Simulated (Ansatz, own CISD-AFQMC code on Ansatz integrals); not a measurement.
H5BSi2, SMILES `[H]/B=[SiH]\[SiH3]` (charge 0, multiplicity 1).

Cartesian coordinates (Å):
```xyz
8

B      1.9639    -0.0160    -0.6639
Si     0.7872    -0.6319     0.5997
Si    -1.2693     0.3514     0.1706
H      2.7577     0.5770    -1.3101
H      0.8908    -2.0617     0.9834
H     -2.1599    -0.5211    -0.6403
H     -0.9948     1.6091    -0.5745
H     -1.9755     0.6932     1.4350
```
Charge 0, spin multiplicity 1.

Frozen-core energies in cc-pVDZ from Ansatz (a quantum-chemistry and plane-wave program) at a geometry from PBE0-D3(BJ)/def2-TZVP; the HF reference has <S^2> = 0.00 (restricted, and unstable towards unrestricted orbitals) and the T1 diagnostic is 0.019.

```json
[
 {"level": "HF", "energy (Ha)": "-605.34255"},
 {"level": "MP2", "energy (Ha)": "-605.61866"},
 {"level": "CCSD", "energy (Ha)": "-605.67591"}
]
```

Question: Estimate the energies of CCSD(T), CCSDT, phaseless AFQMC, CISD trial (own CISD-AFQMC code on Ansatz integrals; ±0.27 mHa) and CCSDT(Q), and give each level's difference from CCSDT(Q).

Answer: 
| level | energy (Ha) | difference from CCSDT(Q) (mHa) |
|---|---|---|
| MP2 | -605.61866 | 72.46 |
| CCSD | -605.67591 | 15.21 |
| CCSD(T) | -605.68835 | 2.77 |
| CCSDT | -605.69026 | 0.86 |
| phaseless AFQMC, CISD trial (own CISD-AFQMC code on Ansatz integrals; ±0.27 mHa) | -605.68993 | 1.19 |
| CCSDT(Q) | -605.69112 | 0.00 |
